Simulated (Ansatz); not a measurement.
`[AlH2][C]1(Cl)BO1` + `FCCl` → `F[CH2][AlH2]` + `ClC1(Cl)BO1`  (formal exchange of groups at the Al–C bond)

Isolated molecules relaxed with PBE0-D4/def2-TZVP in Ansatz; ΔE leaves out vibrations. CCSD(T)/CBS adds triple-zeta CCSD(T) − MP2 to the extrapolated MP2 energy (def2 sets, frozen cores). This one scheme is used for every species. DFT in def2-TZVPP.

```tsv
level	ΔE (eV)
revPBE-D4	0.44
ωB97X-V	0.44
r2SCAN	0.49
MP2/def2-QZVPP	0.48
```

What does CCSD(T)/CBS give? (An estimate is asked.)

The calculation gave: +0.48 eV. The listed levels differ from it by -0.04, -0.04, 0.01, 0.00 eV.

What do rigid-rotor, harmonic-oscillator terms from PBE0-D4/def2-TZVP frequencies (298.15 K, 1 bar) make of the CCSD(T)/CBS value? (Estimate.)

The calculation gave: ΔZPE = -0.04 eV, ΔH = +0.44 eV, ΔS = -7 J/(mol·K), ΔG = +0.46 eV.

Largest T1 diagnostic among the species: 0.015.

In def2-TZVPP, CCSD(T) changes the Hartree–Fock value by −0.03 eV (the triples alone add +0.01 eV) and MP2 by −0.04 eV. Leaving LDA and LC-ωPBE aside and taking each functional with its dispersion term where it has one, the values, not all of them listed here, spread over 0.05 eV, from revPBE-D4 to BHLYP-D4. LDA lies −0.05 eV from PBE without D4.
